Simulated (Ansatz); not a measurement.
Ansatz results at the PBE0-D4/def2-TZVP geometry: LUMO energy (PBE0/def2-TZVPP) -0.96 eV; HOMO–LUMO gap (PBE0/def2-TZVPP) 6.04 eV; LUMO energy (B3LYP/def2-TZVPP) -1.20 eV.

Each molecule was computed in one conformer, which needn't be the lowest.

Task: Which molecule gave them?
A. `O[SiH2]C(O)[SiH3]`
B. `CB/C(F)=C\O`
C. `C/C(S)=C\[SeH]`
D. `BO/C(F)=C/C`

Result: D. The others give `O[SiH2]C(O)[SiH3]`: -0.14, 7.75, -0.38; `C/C(S)=C\[SeH]`: -0.46, 5.67, -0.67; `CB/C(F)=C\O`: -1.51, 5.38, -1.72.

B3LYP here is the variant with VWN-RPA as its local correlation; programs differ in this.
